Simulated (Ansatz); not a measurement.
Reaction (cleavage of the Zn–Si bond): `[BH2][Zn][SiH3]` + NH₃ → `[BH2][Zn][NH2]` + SiH₄

Program: Ansatz. Geometries: PBE0-D4/def2-TZVP. ΔE: electronic, gas phase. CCSD(T)/CBS adds triple-zeta CCSD(T) − MP2 to the extrapolated MP2 energy (def2 sets, frozen cores). This one scheme is used for every species. DFT in def2-TZVPP. For Zn outer-core shells are correlated without core-valence functions, which leaves a few kJ/mol of doubt a bond. Scalar relativity is left out up to krypton. Each species was taken in one conformer, which may not be the lowest.

CCSD(T)/CBS gives -1.7 kcal/mol.

Another level gave -0.6 kcal/mol. Which?
A. SCS-MP2/def2-TZVPP
B. CCSD/def2-TZVPP
C. PBE0/def2-TZVPP
D. r2SCAN0-D4/def2-TZVPP

D. r2SCAN0-D4 -0.6, CCSD/def2-TZVPP -1.8, PBE0 1.1, SCS-MP2/def2-TZVPP -4.3 kcal/mol.

Largest T1 diagnostic among the species: 0.016.

In def2-TZVPP, CCSD(T) changes the Hartree–Fock value by −1.0 kcal/mol (the triples alone add −0.2 kcal/mol) and MP2 by −3.4 kcal/mol. From PBE to PBE0 (25 % exact exchange), in def2-TZVPP and without D4, ΔE moves by +1.2 kcal/mol. At CCSD(T), def2-SVP lies +3.4 kcal/mol from the extrapolated value and def2-TZVPP −0.3 kcal/mol.
